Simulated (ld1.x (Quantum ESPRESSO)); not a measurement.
# What the settings do to the TM potential of indium (In)

Base potential:

indium, norm-conserving Troullier–Martins (Kleinman–Bylander form), made with ld1.x (Quantum ESPRESSO) 7.5 (LDA (PZ), scalar-relativistic). Core [Kr] 4d10, reference 5s2 5p0.75 (charge +0.25). Waves: 5s (bound): rc 2.35 bohr; 5d channel at 0.35 Ry: rc 2.25 bohr; 5p (bound): rc 2.00 bohr. Local part: the p channel. Core correction: a·sin(br)/r model core, default radius (core density twice the valence density).

Cutoffs, loose and tight: the cutoffs (Ry, on a coarse ladder) from which the occupation-weighted sum of valence levels, in a spherical-Bessel basis at the reference potential, stays within 10 and 1 mRy of its value at 400 Ry. They do not see the model core or the augmentation charge, which bear on the density cutoff. Test errors are all-electron minus pseudo excitation energies from the reference, over the configurations 5s2 5p1; 5s2 5p0; 5s1 5p0; 5s1 5p1; 5s0 5p3; 5s2 5p1.3; 5s2 5p0.5 (two spin-polarised tests are not counted in the largest error). A dash means not determined; rows that change the core or the reference have their own tests.

A true bound ghost makes a file unfit for plane-wave use even where its test errors are small: the radial tests pick states by their node count and pass the ghost by.

```csv
change,outcome,"cutoff, loose","cutoff, tight",bound ghosts,largest test error (meV)
base,generated,18 Ry,30 Ry,"s, d",-203
"all radii but the core radius scaled by about 1.09 (s 2.56, p 2.18, d 2.46 bohr)",generated,10 Ry,25 Ry,d,-170
"all radii but the core radius scaled by about 1.16 (s 2.74, p 2.32, d 2.62 bohr)",generated,8 Ry,21 Ry,d,-186
"all radii but the core radius scaled by about 1.25 (s 2.94, p 2.50, d 2.82 bohr)",generated,8 Ry,18 Ry,none,-199
"all radii but the core radius scaled by about 1.35 (s 3.16, p 2.70, d 3.02 bohr)",generated,8 Ry,15 Ry,none,-213
```

Problem. What comes out with this change to the base: all radii but the core radius scaled by about 0.94 (s 2.22, p 1.88, d 2.12 bohr)?

Solution. outcome: generated; cutoff, loose: 21 Ry; cutoff, tight: 35 Ry; bound ghosts: s, d; largest test error (meV): -196.

Problem. What comes out with this change to the base: all radii but the core radius scaled by about 0.77 (s 1.80, p 1.54, d 1.72 bohr)?

Solution. outcome: generated; cutoff, loose: 40 Ry; cutoff, tight: 140 Ry; bound ghosts: s; largest test error (meV): -194.

Problem. What comes out with this change to the base: all radii but the core radius scaled by about 0.84 (s 1.98, p 1.68, d 1.90 bohr)?

Solution. outcome: generated; cutoff, loose: 35 Ry; cutoff, tight: 100 Ry; bound ghosts: s, d; largest test error (meV): -193.

Reading the sweep of the scale of all radii but the core radius (base = 1) (base included, trends over the rows without a ghost): Bound ghosts are found at 0.77, 0.84, 0.94, 1, 1.09, 1.16.
